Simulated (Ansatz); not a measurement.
Cost and result up the ladder for Sn₂H₃ (5 atoms). Total charge 0; doublet. Geometry: PBE0-D4/def2-TZVP.

Cartesian coordinates in Å:
```
Sn 1.483 -0.282 -1.516
Sn -0.298 0.503 0.448
H 0.753 -1.887 -1.336
H -0.457 2.088 1.112
H -1.481 -0.423 1.291
```

Ansatz on 4 threads of Arm Neoverse V2 on a shared host. Times are rough, and most runs start from the orbitals of an earlier one. PBE0-D4/def2-TZVPD serves as the yardstick here, not as an exact answer. Differences are given only for rows in sets of like size (and for xTB, whose basis is part of the method), since another set adds its own error. Binding counts from free atoms at the same level (Sn triplet, H doublet; other spins of the atoms weren't run), without zero-point energy or a counterpoise term.

In the def2 sets Sn takes a core potential; there is no spin–orbit coupling. B3LYP takes the VWN-RPA correlation. Correlated methods freeze 8 core orbitals; core or outer-core shells of Sn are correlated, in sets that lack core-valence functions. The structure comes from a short search, and lower isomers may exist.

Correlated methods converge slowly with the basis.

```tsv
level	functions	binding energy per atom (eV)	difference from PBE0-D4/def2-TZVPD (eV)
PBE0-D4/def2-SVP	67	1.93	–
PBE-D4/def2-TZVP	118	1.98	0.03
PBE-D4/def2-TZVPD	139	1.98	0.03
CCSD(T)/def2-TZVPP	142	1.94	-0.01
r2SCAN-D4/def2-TZVP	118	1.99	0.04
r2SCAN-D4/def2-TZVPD	139	1.99	0.04
CCSD(T)/def2-TZVPD	139	1.90	-0.05
B3LYP-D4/def2-TZVP	118	2.00	0.05
MP2/def2-TZVP	118	1.77	-0.18
PBE0-D4/def2-TZVPD	139	1.95	0.00
PBE-D4/def2-SVP	67	1.96	–
PBE0-D4/def2-TZVP	118	1.95	0.00
r2SCANh-D4/def2-TZVP (with forces)	118	1.98	0.03
LDA (SPW92)/def2-TZVP	118	2.30	0.35
```

Question: Estimate how long each takes.

Answer: PBE-D4/def2-SVP 0.65 s; LDA (SPW92)/def2-TZVP 0.7 s; PBE0-D4/def2-SVP 0.95 s; PBE-D4/def2-TZVP 1.2 s; MP2/def2-TZVP 1.2 s; B3LYP-D4/def2-TZVP 1.6 s; PBE-D4/def2-TZVPD 1.8 s; PBE0-D4/def2-TZVPD 2.1 s; PBE0-D4/def2-TZVP 2.4 s; r2SCAN-D4/def2-TZVP 3.1 s; r2SCANh-D4/def2-TZVP (with forces) 3.7 s; r2SCAN-D4/def2-TZVPD 3.8 s; CCSD(T)/def2-TZVPD 68 s; CCSD(T)/def2-TZVPP 77 s. On shared hardware such times vary by a factor of up to 3.
